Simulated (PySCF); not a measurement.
C2H6F2GeO (SMILES C[CH2][Ge]([OH])([F])[F]), singlet, geometry from GFN2-xTB, with bond 10-2 at 2.4 times its length; CASSCF(4,6)+NEVPT2/STO-3G run with PySCF.

PySCF was given this input:
```python
from pyscf import gto, scf, mcscf, mrpt
import numpy

mol = gto.Mole()
mol.atom = '''
    C     2.42696929   -0.78713671   -0.63744717
    C     1.55646621    0.45949249   -0.63596832
    Ge   -0.27599345    0.09685506    0.04721333
    O    -1.09219442   -1.23408597   -0.67407898
    F    -1.38631745    1.45360345   -0.06139529
    F    -0.36082207   -0.19215756    1.77728762
    H     1.98575723   -1.56335318   -1.25827679
    H     2.54094274   -1.17954317    0.37071061
    H     3.41280384   -0.54421315   -1.02954497
    H     1.27881129    1.41668295   -3.05315681
    H     1.98726087    1.23907453   -0.00748243
    H    -1.97455312   -1.42410845   -0.35300861
'''
mol.basis = 'sto-3g'
mol.verbose = 3
mol.build()

mf = scf.RHF(mol)
mf.kernel()
mc = mcscf.CASSCF(mf, 6, 4)
mc.fix_spin_(ss=0.0)
mc.kernel()
occ = numpy.linalg.eigvalsh(mc.fcisolver.make_rdm1(mc.ci, mc.ncas, mc.nelecas))[::-1]
ss = mc.fcisolver.spin_square(mc.ci, mc.ncas, mc.nelecas)[0]
print('natural occupations', occ.round(4), ' <S^2>', round(ss, 4))
e2 = mrpt.NEVPT(mc).kernel()
print('E(NEVPT2) = %.10f' % (mc.e_tot + e2))
```

The log (banner, timings and long lists left out):

```
converged SCF energy = -2399.6770596285
CASSCF energy = -2399.87542268185
CASCI E = -2399.87542268185  E(CI) = -3.41080031063893  S^2 = 0.0000000
natural occupations [1.9673e+00 1.3001e+00 6.9980e-01 3.2500e-02 2.0000e-04 1.0000e-04]  <S^2> 0.0
Sr    (-1)',   E = -0.00003049474176
Si    (+1)',   E = -0.00863357457911
Sijrs (0)  ,   E = -0.09800139225846
Sijr  (+1) ,   E = -0.03123223569183
Srsi  (-1) ,   E = -0.00196220332290
Srs   (-2) ,   E = -0.00002953019951
Sij   (+2) ,   E = -0.02137129686067
Sir   (0)' ,   E = -0.00821666494765
Nevpt2 Energy = -0.169477392601905
E(NEVPT2) = -2400.0449000744
```
